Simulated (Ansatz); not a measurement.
Ansatz (a first-principles code) job for Si(Cl)(I)2(OH) (ClHI2OSi), SMILES O[Si](I)(Cl)I, B3LYP-D3(BJ)/def2-SVP. 

Ansatz 0.2 input:
```yaml
crystal:
  periodic: [false, false, false]
  atoms:
    - {symbol: O, position_ang: [-1.53650439, -1.22378587, -0.96307365]}
    - {symbol: Si, position_ang: [-0.58060710, -0.58136861, 0.15610473]}
    - {symbol: Cl, position_ang: [-0.88908122, -1.36766661, 1.97926427]}
    - {symbol: I, position_ang: [1.64877717, -1.05274631, -0.71961814]}
    - {symbol: I, position_ang: [-0.93132395, 1.85279762, 0.20665391]}
    - {symbol: H, position_ang: [-2.49010563, -1.22293953, -0.94126564]}
basis:
  gaussian:
    orbitals: def2-SVP
hamiltonian:
  xc: b3lyp
  dispersion: d3bj
relax: {f_tol: 0.002, max_steps: 200}
```

Output:

```
WARN ansatz: RAYON_NUM_THREADS=1 ignored (pool sized by the plan → 1); use --threads N
Functional definition: B3LYP
integrals: 0.07 GiB planned
1282 factors; integrals over basis functions are off by at most 3.4e-4 eV
mean field: 0.69 GiB planned
mean field evaluation 1: about -38663.1191 eV, gradient 5.1e1 eV
mean field evaluation 2: about -38651.0518 eV, gradient 9.4e1 eV
mean field evaluation 4: about -38667.5418 eV, gradient 3.3e0 eV
mean field evaluation 8: about -38667.5760 eV, gradient 7.5e-2 eV
mean field evaluation 16: about -38667.5761 eV, gradient 1.9e-5 eV
mean field -38667.57605489 eV, -1421.0072101929 hartree, gradient 1.9e-5 eV, S^2 0.000000; 0 other end points of the search recorded, 0 dependent functions left out
the calculation of the forces begins
reference -38667.57630201 eV, -1421.0072192743 hartree; 45, 45 occupied and 62, 62 virtual orbitals, 1282 factors
relax step   1: F+E_penalty+E_count = -38668.11934451 eV  Δ(F+E_penalty+E_count) = +0.000e0 eV  max|allowed force component| = 9.622e-1 eV/Å  Δτ_max = 0.0000 Å  (28 SCF iters, accepted)
these checks for a lower state are left out or cut short: starts, cluster_reference, orbital_swaps, neighbouring_geometries, increment
integrals: 0.07 GiB planned
1282 factors; integrals over basis functions are off by at most 3.2e-4 eV
mean field: 0.68 GiB planned
mean field -38667.61601406 eV, -1421.0086786652 hartree, gradient 2.2e-5 eV, S^2 0.000000; 0 other end points of the search recorded, 0 dependent functions left out
the calculation of the forces begins
reference -38667.61626083 eV, -1421.0086877339 hartree; 45, 45 occupied and 62, 62 virtual orbitals, 1282 factors
relax step   2: F+E_penalty+E_count = -38668.15226910 eV  Δ(F+E_penalty+E_count) = -3.292e-2 eV  max|allowed force component| = 5.673e-1 eV/Å  Δτ_max = 0.1595 Å  (29 SCF iters, accepted)
these checks for a lower state are left out or cut short: starts, cluster_reference, orbital_swaps, neighbouring_geometries, increment
integrals: 0.07 GiB planned
1282 factors; integrals over basis functions are off by at most 3.4e-4 eV
mean field: 0.68 GiB planned
mean field -38667.65981095 eV, -1421.0102881711 hartree, gradient 1.1e-5 eV, S^2 0.000000; 0 other end points of the search recorded, 0 dependent functions left out
the calculation of the forces begins
reference -38667.66005812 eV, -1421.0102972547 hartree; 45, 45 occupied and 62, 62 virtual orbitals, 1282 factors
relax step   3: F+E_penalty+E_count = -38668.19684806 eV  Δ(F+E_penalty+E_count) = -4.458e-2 eV  max|allowed force component| = 3.457e-1 eV/Å  Δτ_max = 0.0863 Å  (30 SCF iters, accepted)
these checks for a lower state are left out or cut short: starts, cluster_reference, orbital_swaps, neighbouring_geometries, increment
integrals: 0.07 GiB planned
1282 factors; integrals over basis functions are off by at most 3.4e-4 eV
mean field: 0.68 GiB planned
mean field evaluation 32: about -38667.6539 eV, gradient 1.2e-3 eV
mean field -38667.66242357 eV, -1421.0103841833 hartree, gradient 2.6e-5 eV, S^2 0.000000; 0 other end points of the search recorded, 0 dependent functions left out
the calculation of the forces begins
reference -38667.66267063 eV, -1421.0103932625 hartree; 45, 45 occupied and 62, 62 virtual orbitals, 1282 factors
relax step   4: F+E_penalty+E_count = -38668.20016784 eV  Δ(F+E_penalty+E_count) = -3.320e-3 eV  max|allowed force component| = 2.784e-1 eV/Å  Δτ_max = 0.0084 Å  (32 SCF iters, accepted)
these checks for a lower state are left out or cut short: starts, cluster_reference, orbital_swaps, neighbouring_geometries, increment
integrals: 0.07 GiB planned
1282 factors; integrals over basis functions are off by at most 3.3e-4 eV
mean field: 0.68 GiB planned
mean field -38667.66651890 eV, -1421.0105346840 hartree, gradient 2.6e-5 eV, S^2 0.000000; 0 other end points of the search recorded, 0 dependent functions left out
the calculation of the forces begins
reference -38667.66676569 eV, -1421.0105437531 hartree; 45, 45 occupied and 62, 62 virtual orbitals, 1282 factors
relax step   5: F+E_penalty+E_count = -38668.20555689 eV  Δ(F+E_penalty+E_count) = -5.389e-3 eV  max|allowed force component| = 1.568e-1 eV/Å  Δτ_max = 0.0303 Å  (31 SCF iters, accepted)
these checks for a lower state are left out or cut short: starts, cluster_reference, orbital_swaps, neighbouring_geometries, increment
integrals: 0.07 GiB planned
1282 factors; integrals over basis functions are off by at most 3.3e-4 eV
mean field: 0.68 GiB planned
mean field -38667.67181082 eV, -1421.0107291585 hartree, gradient 2.6e-5 eV, S^2 0.000000; 0 other end points of the search recorded, 0 dependent functions left out
the calculation of the forces begins
reference -38667.67205737 eV, -1421.0107382187 hartree; 45, 45 occupied and 62, 62 virtual orbitals, 1282 factors
relax step   6: F+E_penalty+E_count = -38668.21133072 eV  Δ(F+E_penalty+E_count) = -5.774e-3 eV  max|allowed force component| = 7.815e-2 eV/Å  Δτ_max = 0.0497 Å  (30 SCF iters, accepted)
these checks for a lower state are left out or cut short: starts, cluster_reference, orbital_swaps, neighbouring_geometries, increment
integrals: 0.07 GiB planned
1282 factors; integrals over basis functions are off by at most 3.3e-4 eV
mean field: 0.69 GiB planned
mean field -38667.67196965 eV, -1421.0107349954 hartree, gradient 2.6e-5 eV, S^2 0.000000; 0 other end points of the search recorded, 0 dependent functions left out
the calculation of the forces begins
reference -38667.67221616 eV, -1421.0107440545 hartree; 45, 45 occupied and 62, 62 virtual orbitals, 1282 factors
relax step   7: F+E_penalty+E_count = -38668.21160972 eV  Δ(F+E_penalty+E_count) = -2.790e-4 eV  max|allowed force component| = 6.838e-3 eV/Å  Δτ_max = 0.0144 Å  (32 SCF iters, accepted)
these checks for a lower state are left out or cut short: starts, cluster_reference, orbital_swaps, neighbouring_geometries, increment
integrals: 0.07 GiB planned
1282 factors; integrals over basis functions are off by at most 3.3e-4 eV
mean field: 0.68 GiB planned
mean field evaluation 64: about -38667.6719 eV, gradient 9.6e-6 eV
mean field -38667.67191321 eV, -1421.0107329211 hartree, gradient 9.6e-6 eV, S^2 0.000000; 0 other end points of the search recorded, 0 dependent functions left out
the calculation of the forces begins
reference -38667.67215971 eV, -1421.0107419797 hartree; 45, 45 occupied and 62, 62 virtual orbitals, 1282 factors
relax step   8: F+E_penalty+E_count = -38668.21161716 eV  Δ(F+E_penalty+E_count) = -7.434e-6 eV  max|allowed force component| = 4.302e-3 eV/Å  Δτ_max = 0.0017 Å  (25 SCF iters, accepted)
these checks for a lower state are left out or cut short: starts, cluster_reference, orbital_swaps, neighbouring_geometries, increment
integrals: 0.07 GiB planned
1282 factors; integrals over basis functions are off by at most 3.3e-4 eV
mean field: 0.68 GiB planned
mean field -38667.67195210 eV, -1421.0107343501 hartree, gradient 4.0e-5 eV, S^2 0.000000; 0 other end points of the search recorded, 0 dependent functions left out
the calculation of the forces begins
reference -38667.67219860 eV, -1421.0107434090 hartree; 45, 45 occupied and 62, 62 virtual orbitals, 1282 factors
relax step   9: F+E_penalty+E_count = -38668.21162008 eV  Δ(F+E_penalty+E_count) = -2.928e-6 eV  max|allowed force component| = 2.792e-4 eV/Å  Δτ_max = 0.0006 Å  (21 SCF iters, accepted)
integrals: 0.07 GiB planned
1282 factors; integrals over basis functions are off by at most 3.3e-4 eV
mean field: 0.68 GiB planned
mean field -38667.67195210 eV, -1421.0107343501 hartree, gradient 4.0e-5 eV, S^2 0.000000; 1 other end points of the search recorded, 0 dependent functions left out
the calculation of the forces begins
reference -38667.67219860 eV, -1421.0107434090 hartree; 45, 45 occupied and 62, 62 virtual orbitals, 1282 factors
Total energy: -38668.21186659 eV, -1421.0305758418 hartree
Atom 0 at    -1.570547    -1.289980    -0.998392 Å, force    -0.000122    -0.000156     0.000094 eV/Å
Atom 1 at    -0.560175    -0.583273     0.092109 Å, force     0.000080    -0.000054     0.000188 eV/Å
Atom 2 at    -0.856904    -1.372130     1.978206 Å, force     0.000063     0.000003     0.000087 eV/Å
Atom 3 at     1.706110    -1.060536    -0.664764 Å, force     0.000066     0.000053    -0.000072 eV/Å
Atom 4 at    -0.978772     1.838285     0.207087 Å, force    -0.000015     0.000023    -0.000018 eV/Å
Atom 5 at    -2.518556    -1.128077    -0.896181 Å, force    -0.000072     0.000131    -0.000279 eV/Å
Dipole moment:    -0.288874     0.029082    -0.051926 e Å
```

Self-consistency was reached.

Cost: roughly 90 core-seconds.
